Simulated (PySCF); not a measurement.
GaH3S, SMILES [GaH2][SH]. Geometry optimised at ωB97X-D3(BJ)/def2-TZVP.

These are PySCF 2.14.0 with ωB97X-D3(BJ)/def2-TZVP values and carry that method's errors.

Harmonic wavenumbers (cm⁻¹): 398, 424, 441, 611, 728, 756, 2032, 2042, 2760. Rotational constants (GHz): 90.02, 4.512, 4.297; symmetry number 1.

**Question.** Work out the zero-point energy and the ideal-gas rigid-rotor harmonic-oscillator thermochemistry at 298.15 K and 1 atm.

**Answer.** ZPE = ½ Σ hcν = ½ × 10192 cm⁻¹ = 60.96 kJ/mol. H − E(el) = 74.08 kJ/mol. Entropy in J/(mol K): translation 166.77, rotation 95.13, vibration 15.18, total 277.07. G − E(el) = -8.53 kJ/mol. Cp = 61.74 J/(mol K).
